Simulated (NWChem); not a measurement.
All runs are NWChem calculations. System: diantimony (Sb$_{2}$), charge 0, spin multiplicity 1, at a geometry optimised with PBE/def2-SVP with def2 effective core potentials on Sb. Level: MP2/def2-TZVP with def2 effective core potentials on Sb, 8 core orbitals frozen.

Input file:

```
start mol
memory heap 200 mb stack 900 mb global 1100 mb
geometry units angstroms nocenter noautoz
  Sb     0.000000     0.000000     1.258040
  Sb     0.000000     0.000000    -1.258040
  symmetry group D2h
end
basis spherical
  * library def2-tzvp
end
ecp
  Sb library def2-ecp
end
scf
  rhf
  nopen 0
  maxiter 100
  thresh 1e-7
  semidirect memsize 60000000 filesize 0
end
mp2
  freeze core 8
end
task mp2 energy
```

Part of the output:

```
             Northwest Computational Chemistry Package (NWChem) 7.3.0
             --------------------------------------------------------

                                NWChem Input Module
                                -------------------

 Scaling coordinates for geometry "geometry" by  1.889725989
 (inverse scale =  0.529177249)

 Turning off AUTOSYM since
 SYMMETRY directive was detected!

                             Geometry "geometry" -> ""
                             -------------------------

 Output coordinates in angstroms (scale by  1.889725989 to convert to a.u.)

  No.       Tag          Charge          X              Y              Z
 ---- ---------------- ---------- -------------- -------------- --------------
    1 Sb                  51.0000     0.00000000     0.00000000     1.25804000
    2 Sb                  51.0000     0.00000000     0.00000000    -1.25804000

 Effective nuclear repulsion energy (a.u.)     547.0374648851

            Nuclear Dipole moment (a.u.)
            ----------------------------
        X                 Y               Z
 ---------------- ---------------- ----------------
     0.0000000000     0.0000000000     0.0000000000

      Symmetry information
      --------------------

 Group name             D2h
 Group number             26
 Group order               8
 No. of unique centers     1

      Symmetry unique atoms

     1


 Summary of "ao basis" -> "" (spherical)
 ------------------------------------------------------------------------------
       Tag                 Description            Shells   Functions and Types
 ---------------- ------------------------------  ------  ---------------------
 *                         def2-tzvp                  on all atoms

 Summary of "ao basis" -> "ao basis" (spherical)
 ------------------------------------------------------------------------------
       Tag                 Description            Shells   Functions and Types
 ---------------- ------------------------------  ------  ---------------------
 Sb                        def2-tzvp                16       50   6s5p3d2f
[...]
     1   1 0 0     -0.000000      0.000000      0.000000
     1   0 1 0     -0.000000      0.000000      0.000000
     1   0 0 1      0.000000      0.000000      0.000000

     2   2 0 0    -39.700140      0.000000      0.000000
     2   1 1 0     -0.000000      0.000000      0.000000
     2   1 0 1     -0.000000      0.000000      0.000000
     2   0 2 0    -39.700140      0.000000      0.000000
     2   0 1 1     -0.000000      0.000000      0.000000
     2   0 0 2    -36.982888      0.000000    259.982672

                   NWChem MP2 Semi-direct Energy/Gradient Module
                   ---------------------------------------------

  Basis functions       =    100
  Molecular orbitals    =    100
  Frozen core           =      8
  Frozen virtuals       =      0
  Active alpha occupied =     15
  Active beta occupied  =     15
  Active alpha virtual  =     77
  Active beta virtual   =     77
  Use MO symmetry       = T
  Use skeleton AO sym   = T

  AO/Fock/Back tols     =   1.0D-09  1.0D-09  1.0D-09

 GA uses MA = F    GA memory limited = T

 Available:
  local mem=  1.26D+08
 global mem=  1.44D+08
 local disk=  0.00D+00
  mp2_memr nvloc                    77
  nvloc new                    77
   1 passes of  15:        5242880                      78126                  19707155.
   1 passes of  15: M    126142131           G      144159200           F     120899251.

 Semi-direct pass number   1 of   1  for RHF alpha+beta  at        1.1s
  vrange nnbf                  5014
  mp2_eaftype                    75  avail_ma_in_mb                  1099
 EAF : mp2_eaftype filesize          75    9853577.
  mp2_eaf for mointskh                     75
Node 0 wrote     46.3 Mb in      0.0 s     Agg I/O rate:  1467.6 Mb/s
 Done moints_semi at        3.6s
  mp2_eaftype                    75  avail_ma_in_mb                  1024
 EAF : mp2_eaftype filesize          75    9853577.
  mp2_eaf for kh                    75
 Done maket at        3.7s
 Done multipass loop at        3.7s

          -------------------------------------------
          SCF energy                -478.539951879257
          Correlation energy          -0.686801934547
          Singlet pairs               -0.322310767416
          Triplet pairs               -0.364491167130
          Total MP2 energy          -479.226753813804
          -------------------------------------------

          ---------------------------------------------------
                    Spin Component Scaled (SCS) MP2
          Same spin pairs                     -0.242994111420
          Same spin scaling factor             0.333333333333
          Opposite spin pairs                 -0.443807823126
          Opposite spin scaling fact.          1.200000000000
          SCS-MP2 correlation energy          -0.613567424892
          Total SCS-MP2 energy              -479.153519304149
          ---------------------------------------------------

 -----------------------
 Performance information
 -----------------------

 Timer overhead =  9.59D-08 seconds/call

               Nr. of calls         CPU time (s)                 Wall time (s)                GFlops
             ---------------    -------------------     ------------------------------   -------------------
Name         Min   Avg   Max    Min     Avg     Max     Min     Avg     Max   Mx/calls   Min     Max     Sum
mp2: moin     1     1     1    2.5     2.5     2.5      2.5     2.5     2.5     2.5      0.0     0.0     0.0
mp2: make     1     1     1   0.15    0.15    0.15     0.15    0.15    0.15    0.15      0.0     0.0     0.0
mp2: tota     1     1     1    2.7     2.7     2.7      2.7     2.7     2.7     2.7      0.0     0.0     0.0

 The average no. of pstat calls per process was 3.00D+00
 with a timing overhead of 2.88D-07s

 Task  times  cpu:        3.7s     wall:        3.7s

 Total times  cpu:        3.7s     wall:        3.7s
```
